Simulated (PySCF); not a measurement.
In(AsH2)(F)2 (AsF₂H₂In), SMILES [In]([F])([F])[AsH2]. Geometry optimised at B3LYP-D3(BJ)/def2-SVP. The structure was generated by enumeration; whether it is a known compound was not checked. The def2 effective core potentials stand for the cores of In; spin–orbit coupling is left out.

**Question.** Give the equilibrium geometry at B3LYP-D3(BJ)/def2-SVP (PySCF confirms it by a frequency run) as a Z-matrix, and its point group. (An estimate is asked for; the answer gives what the named calculation found.)

**Answer.** point group Cs.
```
In
F 1 1.9656
F 1 1.9656 2 109.23
As 1 2.5938 2 125.35 3 177.03
H 4 1.5314 1 89.17 2 137.78
H 4 1.5314 5 92.11 1 89.14
```
Charge 0, spin multiplicity 1.
